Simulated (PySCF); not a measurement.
Below is a simulated gas-phase Ti 2p photoelectron spectrum of TiBr2Cl2, `[Cl][Ti]([Cl])([Br])[Br]`.

Every computed line was given a Gaussian of 0.6 eV full width at half maximum and an area set by the number of equivalent atoms (split 2:1 within a doublet); the highest printed point is 100. Theory: PySCF 2.14.0, delta-SCF UKS SCAN, pcX-2 on the ionised atom (unc-x2c-TZVPall on a metal), pcseg-1 elsewhere, spin-free X2C.

binding energy (eV), intensity and a bar:
```
    463.4          1 
    463.6          6 ##
    463.8         28 ########
    464.0         72 ######################
    464.2        100 ##############################
    464.4         75 ######################
    464.6         30 #########
    464.8          7 ##
    465.0          1 
    465.2          0 
    465.4          0 
    465.6          0 
    465.8          0 
    466.0          0 
    466.2          0 
    466.4          0 
    466.6          0 
    466.8          0 
    467.0          0 
    467.2          0 
    467.4          0 
    467.6          0 
    467.8          0 
    468.0          0 
    468.2          0 
    468.4          0 
    468.6          0 
    468.8          0 
    469.0          0 
    469.2          1 
    469.4          6 ##
    469.6         22 #######
    469.8         44 #############
    470.0         48 ##############
    470.2         28 ########
    470.4          9 ###
    470.6          1 
    470.8          0
```

How many maxima does the curve show, and how many computed lines lie under it?

The curve has 2 maxima (at 464.2 and 469.9 eV). Under it lie 2 lines from 1 inequivalent titanium site, drawn as a 2p3/2, 2p1/2 pair.

Decompose the envelope and assign each component. Bonds: Ti1–Br2, Ti1–Br3, Ti1–Cl4, Ti1–Cl5.

```csv
position (eV),relative area,line,atoms,environment
464.20,0.67,Ti 2p3/2,Ti1,titanium bonded to 2 Br and 2 Cl
469.92,0.33,Ti 2p1/2,Ti1,titanium bonded to 2 Br and 2 Cl
```

No satellites, vibrations or lifetime broadening are included. Spin contamination (⟨S²⟩ against 0.75 for a pure doublet) is marked for Ti 2p3/2 of Ti1 (0.87), which makes this value less certain. For 2p shells one spin-free hole was relaxed; a mean-field spin–orbit operator and the ground-state splitting of the three 2p orbitals were then diagonalised within the shell. The shell's mean is (2 × 2p3/2 + 2p1/2)/3, and the degeneracies 2j + 1 give areas of 2:1. 2p1/2 minus 2p3/2 (ligand field included): Ti 5.72 eV. Satellites of the metal's 2p lines aren't described. Geometry: PBE0-D3(BJ)/def2-SVP; no solvent, vibrations or thermal averaging. Metal 2p energies of this one-determinant scheme are less reliable than its 1s energies.

The run took 47 s of wall time on Intel Xeon Platinum 8259CL at 2.50 GHz, one thread, on a shared host, and the process peaked at 0.53 GiB of memory.
